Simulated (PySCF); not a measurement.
NMR problem set

Non-relativistic Hamiltonian, one averaged value for each set of equivalent atoms, a single conformation, no solvent. σ from GIAO-PBE0/pcSseg-1; GFN2-xTB geometry; PySCF 2.14.0 with density-fitted response routines.

Chemical shifts δ = σref − σ; ¹H, ¹³C vs TMS, all at this level. Splittings of carbon signals by F and P are missing where no couplings were computed. Where no couplings were computed, multiplicities follow the n + 1 count of equivalent neighbours, and m marks all less simple cases (inequivalent or close neighbours, rings, F or P nearby). Shifts are as computed. Against solution values, carbons near 30 ppm lie about +3 ppm off and those near 130 ppm about +5 ppm; carbons on Cl a further +6 ppm (rms about the fit 2.1 ppm; single classes can miss by 10 ppm). Of 1328 compounds with measured shifts, 309 miss one by over three times the rms of a fit or turn the order of signals round; such compounds aren't used in these exercises. Signals without a measured value on file couldn't be tested in this way; 1H shifts scatter by 0.2 ppm about their fit, and single ones miss by 0.5 ppm. Carbons bonded to Cl come out too deshielded.

Task: C6H8ClF. ¹H NMR (400 MHz, computed): δ 6.30 (m, 1H), 5.89 (q, 1H), 2.39 (m, 3H), 1.90 (d, 3H). ¹³C{¹H} NMR (computed): δ 176.6, 134.9, 134.4, 109.8, 20.7, 18.1. What is it?

Result: `C/C=C(Cl)\C=C(/C)F`. The formula gives 2 degrees of unsaturation (no ring in the answer). 6 carbon signals for 6 carbons: no two carbons are equivalent. Carbon types of the structure: 2 × C, 2 × CH, 2 × CH3, which accounts for all hydrogens. δC 176.6, 134.9: fully substituted alkene carbon. δC 134.4, 109.8: alkene CH; an sp2 carbon of a C=C bond. δH 6.30, 5.89: hydrogen on an alkene CH; attached to an sp2 carbon and in the plane of the double bond. δH 2.39, 1.90: hydrogen on an allylic methyl carbon; allylic position.

The data come from this structure; uniqueness wasn't tested.

Task: C5H5F3O2. ¹H NMR (400 MHz, computed): δ 9.83 (t, 1H), 5.02 (m, 2H), 4.55 (d, 2H). ¹³C{¹H} NMR (computed): δ 204.6 (CH), 168.7 (C), 140.5 (C), 78.7 (CH2), 66.7 (CH2). Identify the compound.

Result: `InChI=1S/C5H5F3O2/c6-4(5(7)8)3-10-2-1-9/h1H,2-3H2`. Rings plus π bonds: 2 (no ring in the answer). 5 carbon signals for 5 carbons: no two carbons are equivalent. Carbon types of the structure: 2 × C, 1 × CH, 2 × CH2, which accounts for all hydrogens. δC 204.6: aldehyde carbonyl carbon; low-lying n→π* states of the double bond to the heteroatom give a large paramagnetic term (-266 ppm). δC 78.7: sp3 CH2 bonded to O, α to a carbonyl; pulled downfield by the heteroatom. δC 66.7: allylic sp3 CH2 bonded to O; the inductive effect lowers its shielding. δH 9.83: hydrogen on an aldehyde carbonyl carbon; deshielded by the polar, anisotropic C=O bond.

The data come from this structure; uniqueness wasn't tested.
